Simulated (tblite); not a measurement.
Compound: C8H14BN.
Structure used (GFN2-xTB), in Å, numbered top down from 1:
```
atom  x, y, z in Å
C1    -1.3668   -1.7197   -1.5638
C2    -0.8564   -1.3863   -0.3848
C3    -0.8578   -2.3704    0.7528
B4    -0.1647    0.0098   -0.1085
C5     1.3181    0.0019    0.2192
C6     2.4981   -0.0580    0.4617
C7     3.9164   -0.1156    0.7482
N8    -0.8638    1.2089   -0.1546
C9    -0.2570    2.4978    0.0834
C10   -2.2752    1.3228   -0.4317
H11   -1.7994   -2.6915   -1.7572
H12   -1.3598   -1.0375   -2.3990
H13    0.1631   -2.5438    1.0908
H14   -1.3013   -3.3206    0.4594
H15   -1.4165   -1.9668    1.5977
H16    4.3996    0.8178    0.4570
H17    4.3761   -0.9381    0.1993
H18    4.0749   -0.2744    1.8153
H19   -0.3911    3.1511   -0.7853
H20    0.8065    2.3740    0.2715
H21   -0.7176    2.9858    0.9492
H22   -2.4436    1.9090   -1.3416
H23   -2.7866    1.8292    0.3942
H24   -2.7069    0.3344   -0.5655
```

All values are computed: GFN2-xTB (tblite) harmonic vibrations without scaling, gas phase. Against measured fundamentals such values can be off by several per cent, at times by over 20. One conformer, not necessarily the lowest. The optimisation stopped once no atom felt more than 0.01 eV/Å.

Lowest wavenumbers of the output (negative numbers stand for imaginary wavenumbers):
```
mode    cm-1
  1     -20.3
  2      34.5
  3      65.5
  4      81.5
  5      96.1
  6     135.9
  7     152.4
  8     174.1
  9     190.9
 10     224.6
```

Question: Is this structure a minimum?

Answer: Not by this Hessian. 1 mode is imaginary beyond 20i (20i cm⁻¹), so at this level the point lies at or near a first-order saddle. The curvature is small, so loose convergence or finite differences may be the whole cause.

Question: Which atoms move in the imaginary mode?

Answer: 20i: H18 (methyl hydrogen) 34 %, H16 (methyl hydrogen) 33 %, H17 (methyl hydrogen) 33 %. These are shares of the mass-weighted motion.

Question: What is the remedy?

Answer: Step along that mode in both directions, optimise again with tighter thresholds and repeat the frequencies. The zero-point energy of this point (126.1 kcal/mol) counts the 65 real modes alone, and thermal corrections from it aren't those of a minimum.
